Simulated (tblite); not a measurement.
Computed with GFN2-xTB (tblite): harmonic, unscaled wavenumbers at the GFN2-xTB geometry, gas phase. The method is semi-empirical: single wavenumbers can be off by several per cent or more. Modes of hydrogen on silicon can be 10 to 20 % off. One conformer each. Thermal functions are those of the rigid rotor and harmonic oscillator, without mixing of conformers.

**Question.** Order these by their zero-point energy, highest first (kcal/mol).
A. `CCC(CC)[Si@@H](N)NC`
B. `[C@@]1(F)([C@H](CF)CC1)C#C`
C. `C=C1C=C(F)C[C@@H](F)C1`
D. `C#CC[C@@H](C)C=C(F)F`

**Answer.** A (149.0), C (82.4), B (81.3), D (80.3).

```
                SMILES  atoms  mass (u)  symmetry number  modes under 300 cm⁻¹  ZPE (kcal/mol)  S translation (cal/(mol K))  S rotation  S vibration      S    Cp
   CCC(CC)[Si@@H](N)NC     27    146.12                1                    13           149.0                         40.9        30.1         44.0  114.9  51.5
C=C1C=C(F)C[C@@H](F)C1     17    130.06                1                     5            82.4                         40.5        29.2         19.0   88.7  33.5
C#C[C@@]1(F)CC[C@H]1CF     17    130.06                1                     6            81.3                         40.5        29.1         25.2   94.8  35.3
  C#CC[C@@H](C)C=C(F)F     17    130.06                1                     7            80.3                         40.5        29.6         30.1  100.1  37.7
```

Entropies and Cp are for 298.15 K and 1 bar.
